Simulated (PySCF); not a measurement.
Si(Cl)(Me)(SiH3)2 (CH9ClSi3), SMILES [SiH3][Si](C)([SiH3])Cl. Geometry: PBE0-D3(BJ)/def2-SVP.

Computed equilibrium geometry at PBE0-D3(BJ)/def2-SVP (PySCF confirms it by a frequency run) as a Z-matrix, and its point group:
point group Cs.
```
Si
C 1 1.8770
H 2 1.1006 1 110.52
H 2 1.1006 3 108.47 1 121.31
H 2 1.1017 3 108.57 4 117.80
Cl 1 2.0982 2 108.45 3 60.04
Si 1 2.3439 2 112.03 3 176.73
H 7 1.4941 1 109.81 2 -177.60
H 7 1.4955 8 109.30 1 -120.73
H 7 1.4974 8 108.86 9 -118.76
Si 1 2.3439 2 112.03 3 -56.64
H 11 1.4941 1 109.81 2 177.60
H 11 1.4955 12 109.30 1 120.73
H 11 1.4974 12 108.86 13 118.76
```
Charge 0, spin multiplicity 1.
